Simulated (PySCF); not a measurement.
## Telling isomers of C4H4F4O2 apart by NMR

Rapidly exchanging positions averaged, no relativistic terms, a single conformation, gas phase. σ from GIAO-PBE0/pcSseg-1; structure optimised with GFN2-xTB; PySCF 2.14.0 with density-fitted response routines.

Scale: TMS for 1H and 13C (reference shieldings calculated alike). Splittings of carbon signals by F and P are missing where no couplings were computed. Where no couplings were computed, multiplicities follow the n + 1 count of equivalent neighbours, and m marks all less simple cases (inequivalent or close neighbours, rings, F or P nearby). Shifts are as computed. Against solution values, carbons near 30 ppm lie about +3 ppm off and those near 130 ppm about +5 ppm. Of 1211 compounds with measured shifts, 218 miss one by over three times the rms of a fit or turn the order of signals round; such compounds aren't used in these exercises.

(1) Tabulate the signals of `F[C@@H]1CO[C@@H]1OC(F)(F)F`, `FC(F)O[C@@H]1O[C@@H]1C(F)F` and their relative energies.

(2) What is the quickest way to tell F[C@@H]1CO[C@@H]1OC(F)(F)F from FC(F)O[C@@H]1O[C@@H]1C(F)F?

Results:

(1) 
| SMILES | carbon types | δC | δH | E rel. (kcal/mol) |
| --- | --- | --- | --- | --- |
| F[C@@H]1CO[C@@H]1OC(F)(F)F | 1×C 2×CH 1×CH2 | 130.8, 107.3, 86.8, 81.0 | 6.09 (m, 1H), 5.53 (m, 1H), 5.23 (m, 1H), 4.96 (m, 1H) | 0.0 |
| FC(F)O[C@@H]1O[C@@H]1C(F)F | 4×CH | 123.8, 121.9, 73.1, 54.6 | 6.63 (m, 1H), 6.07 (m, 1H), 4.85 (m, 1H), 2.95 (m, 1H) | 7.8 |

Energies are electronic energies at PBE0/pcSseg-1 on these geometries, without zero-point or thermal terms, each for the one conformer computed, which needn't be the lowest.

(2) Both give the same number of carbon signals, but DEPT or the intensities differ. The first has a CF3 carbon (C) at 130.8 ppm, the second an epoxide ring carbon (CH) at 54.6 ppm. Their most deshielded carbons lie at 130.8 and 123.8 ppm. In the proton spectra the most deshielded non-exchanging signals are 6.09 (m, 1H) and 6.63 (m, 1H).
